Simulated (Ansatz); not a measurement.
Consider the substitution at a C–Ga bond: `[CH3][GaH][SH]` + `[CH3][Al]([F])[SH]` → `C[S][Al]([CH3])[F]` + `[SH][GaH2]`.

Computed with Ansatz on PBE0-D4/def2-TZVP structures; ΔE is electronic, products minus reactants. CCSD(T)/CBS adds triple-zeta CCSD(T) − MP2 to the extrapolated MP2 energy (def2 sets, frozen cores). DFT in def2-TZVPP. For Ga outer-core shells are correlated without core-valence functions, which leaves a few kJ/mol of doubt a bond. Scalar relativity is left out up to krypton. One conformer a species, not always the lowest.

`[CH3][GaH][SH]`:

Cartesian coordinates in Å:
```
C 0.268 0.823 0.779
Ga -0.508 -0.007 -0.818
S -0.182 -2.155 -1.210
H 0.894 1.672 0.492
H 0.871 0.119 1.352
H -0.528 1.208 1.421
H -1.380 0.705 -1.904
H 0.563 -2.365 -0.112
```

`[CH3][Al]([F])[SH]`:

Cartesian coordinates in Å:
```
C 0.344 -0.964 -0.557
Al -0.027 0.318 0.843
F 0.339 -0.042 2.412
S -0.917 2.284 0.564
H 0.030 -0.612 -1.541
H 1.415 -1.183 -0.600
H -0.166 -1.910 -0.355
H -1.019 2.110 -0.766
```

`C[S][Al]([CH3])[F]`:

Cartesian coordinates in Å:
```
C -1.690 -1.023 -0.101
S -0.379 -1.525 -1.266
Al 1.194 -0.127 -0.751
C 1.065 1.230 0.629
F 2.581 -0.284 -1.633
H -2.555 -0.683 -0.670
H -1.368 -0.223 0.564
H -1.971 -1.887 0.498
H 0.890 0.789 1.614
H 0.243 1.926 0.436
H 1.990 1.808 0.679
```

`[SH][GaH2]`:

Cartesian coordinates in Å:
```
S -0.393 -0.656 -1.402
Ga -0.091 0.018 0.669
H 0.498 0.197 -1.934
H -0.956 -0.716 1.738
H 0.943 1.157 0.928
```

(1) Is it downhill or uphill in electronic energy at CCSD(T)/CBS, and by how much? (Best estimate.)

(2) What do these levels give: LDA (SPW92), BHLYP-D4, CAM-B3LYP-D4, MP2/def2-SVP, CCSD/def2-SVP, HF/def2-TZVPP? (An estimate is asked.)

(3) What do rigid-rotor, harmonic-oscillator terms from PBE0-D4/def2-TZVP frequencies (298.15 K, 1 bar) make of the CCSD(T)/CBS value? (An estimate is asked.)

Largest T1 diagnostic among the species: 0.013.

Results:

(1) The calculation gave: Uphill: ΔE = +62.5 kJ/mol.

(2) Computed: LDA (SPW92) 56.1, BHLYP-D4 56.9, CAM-B3LYP-D4 57.5, MP2/def2-SVP 61.4, CCSD/def2-SVP 58.9, HF/def2-TZVPP 55.9 kJ/mol.

(3) Ansatz gave: ΔZPE = +1.8 kJ/mol, ΔH = +63.6 kJ/mol, ΔS = -18 J/(mol·K), ΔG = +68.9 kJ/mol. Modes under 50 cm⁻¹ make the entropy rough.

In def2-TZVPP, CCSD(T) changes the Hartree–Fock value by +6.8 kJ/mol (the triples alone add −0.6 kJ/mol) and MP2 by +9.1 kJ/mol. Leaving LDA and LC-ωPBE aside and taking each functional with its dispersion term where it has one, the values, not all of them listed here, spread over 8.7 kJ/mol, from revPBE-D4 to PBE-QIDH.
